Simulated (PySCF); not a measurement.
Species: cyanomethyl acetate, C4H5NO2.
SMILES with atom numbers: `[CH3:1][C:2](=[O:3])[O:4][CH2:5][C:6]#[N:7]` (hydrogens: H8, H9, H10 on C1; H11, H12 on C5)

Structure optimised with GFN2-xTB, isolated species.

Task: List the bond lengths, angles and torsions at this level.

Result: 
```tsv
bond	length (pm)	order
C1–C2	150.1	single
C2=O3	120.0	double
C2–O4	134.4	single
O4–C5	142.6	single
C5–C6	144.6	single
C6≡N7	114.1	triple
C1–H8, C1–H9, C1–H10	108.7	single
C5–H11, C5–H12	109.9	single
```

Bonds in one row agree within 1 pm and their mean is given. Orders are formal, as drawn. A selection of angles:
```tsv
angle	degrees
C2–C1–H8	108.9
H8–C1–H9	109.9
H8–C1–H10	108.0
H9–C1–H10	110.6
C1–C2–O3	126.3
C1–C2–O4	110.8
O3–C2–O4	122.9
C2–O4–C5	115.9
O4–C5–C6	109.0
O4–C5–H11	110.0
C6–C5–H11	109.8
H11–C5–H12	108.2
C5–C6–N7	179.8
```

Torsions: C1–C2–O4–C5 180° (antiperiplanar); C2–O4–C5–C6 -177° (antiperiplanar). The mirror-image conformer, all signs reversed, is as good.

The C–C distances run from 1.446 Å (C5–C6, drawn single) to 1.501 Å (C1–C2, drawn single), a spread of 0.055 Å. The C–O distances run from 1.200 Å (C2=O3, drawn double) to 1.426 Å (O4–C5, drawn single), a spread of 0.226 Å. Of the pairs four or more bonds apart, O3···H11 is among the closest relative to their van der Waals radii: 2.58 Å, 95 % of the sum of Bondi's values.

Point group: near Cs, missed by 0.18 Å at most; the miss may be what the optimiser left on a soft mode. Whether it is a minimum is left open (no frequencies). One conformer, not necessarily the lowest.

All values are computed, not measured.
